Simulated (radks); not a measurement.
The numbers below are computed, except where a source is named.
Spherical quantum dot in the effective-mass picture: electrons in a well V = -V0 / (1 + exp((r - R)/a)) with V0 = 53.2, R = 1.32, a = 0.15, with a point charge +2 (a donor) at the centre, all in effective atomic units (hartree* = m*/eps^2 hartree, bohr* = eps/m* bohr), one dielectric constant everywhere. Level of theory: non-relativistic Kohn-Sham, LDA (Slater exchange, Perdew-Wang correlation), spin-polarised, spherical densities (a radial shooting solver with Libxc functionals). Levels are named by radial order and angular momentum (1s, 1p, 1d, 2s, ...), and open shells are averaged over m. Results are scaled to m* = 0.038 and eps = 14.6, for which hartree* = 4.851 meV and bohr* = 20.33 nm.

N = 20, configuration 1s2 1p6 1d10 2s2. This is the lowest configuration that the search found. Occupied and some empty levels:

level  occupation  eigenvalue (meV)  <r> (nm)
1s              2           -145.90     12.57
1p              6           -129.75     15.92
1d             10           -111.67     17.65
2s              2           -108.80     13.66
1f              0           -90.524     18.96
2p              0           -78.469     15.85
1g              0           -66.621     20.07

Energy (meV): total -3455.57, kinetic 654.34, external -5084.5, Hartree 1086.6, exchange-correlation -111.95.

Electron density:

r (nm)  n(r) (e/nm^3)
1.53         0.001510
3.24         0.001062
4.95        0.0007555
6.66        0.0005689
8.37        0.0004805
10.1        0.0004643
11.8        0.0004878
13.5        0.0005150
15.2        0.0005134
16.9        0.0004645
18.6        0.0003710
20.3        0.0002559
22.0        0.0001496
23.7       0.00007329
25.5       0.00003002
27.2       0.00001041
28.9        3.134e-06
30.6        8.500e-07
32.3        2.151e-07
34.0        5.213e-08
